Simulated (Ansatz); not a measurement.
Reaction (atomization): `O[SiH2]S[SiH](O)O` → 6 H• + 3 O• + S• + 2 Si•

Gas-phase electronic energies from Ansatz, PBE0-D4/def2-TZVP geometries. CCSD(T)/CBS is the MP2 limit (def2-TZVPP, def2-QZVPP) plus CCSD(T) − MP2 in def2-TZVPP, frozen cores. This one scheme is used for every species, atoms too. Functionals use def2-TZVPP. B3LYP here is the variant with VWN-RPA as its local correlation; programs differ in this. No spin–orbit coupling; open shells (•) take unrestricted orbitals. Spin–orbit coupling would lower the free atoms: a little for O, S, Si. Each species was taken in one conformer, which may not be the lowest.

```
   level  ΔE (kJ/mol)
 PBE0-D4       4372.6
B3LYP-D4       4397.7
  B2PLYP       4361.4
  r2SCAN       4432.1
```

**Question.** What does CCSD(T)/CBS give? (Best estimate.)

**Answer.** The calculation gave: +4459.8 kJ/mol. The listed levels differ from it by -87.2, -62.1, -98.4, -27.7 kJ/mol.

Largest T1 diagnostic among the species: 0.012.

In def2-TZVPP, CCSD(T) changes the Hartree–Fock value by +1167.8 kJ/mol (the triples alone add +71.6 kJ/mol) and MP2 by +1277.1 kJ/mol; breaking electron pairs costs correlation energy, which Hartree–Fock lacks. The D4 term adds +55.7 kJ/mol with B3LYP and +29.3 kJ/mol with PBE0; it sums over pairs of atoms, weighted by their polarisabilities, and B3LYP, whose exchange is more repulsive, gets the larger term.

For atomizations the MP2-based limit and the directly extrapolated one differ by several kJ/mol either way, and by 10 to 25 for some Ge, Se and Sn compounds, so smaller differences from it don't rank the levels.
